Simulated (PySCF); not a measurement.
**Shieldings and the share of exact exchange**

Molecule: `BCBF`, CH5B2F.

Numbering as in the mapped SMILES `[BH2:1][CH2:2][BH:3][F:4]`. Each H is labelled by its parent atom.

GIAO shieldings (ppm, equivalent atoms averaged) in PySCF 2.14 on the PBE0-D3(BJ)/def2-SVP geometry, basis pcSseg-2, gas phase, non-relativistic:

```tsv
functional	exact exchange (%)	σ(B1)	σ(B3)	σ(C2)	σ(F4)
BLYP	0	2.7	37.5	120.5	145.4
BP86	0	5.8	40.7	123.8	144.9
PBE	0	3.6	39.6	123.0	140.7
PBE0	25	10.6	45.0	133.0	171.8
mPW1PW91	25	11.5	45.2	133.3	174.4
BHandHLYP	50	16.2	48.6	138.4	199.8
HF	100	33.4	62.1	153.5	242.4
```

(1) Fit each shielding as a line in the percentage of exact exchange.

(2) What does the line predict for B3LYP (20 %), and what does the run give?

Answers

(1) σ(B1) = 3.8 + 0.29 x (rms 1.2 ppm); σ(B3) = 39.2 + 0.22 x (rms 1.1 ppm); σ(C2) = 123.4 + 0.31 x (rms 1.6 ppm); σ(F4) = 145.6 + 1.00 x (rms 3.1 ppm). The functionals also differ in their semilocal parts, which the line can't hold; Hartree–Fock has no correlation at all.

(2) σ(B1): 9.6 predicted, 7.8 computed; σ(B3): 43.6 predicted, 41.8 computed; σ(C2): 129.6 predicted, 128.3 computed; σ(F4): 165.6 predicted, 169.3 computed ppm.
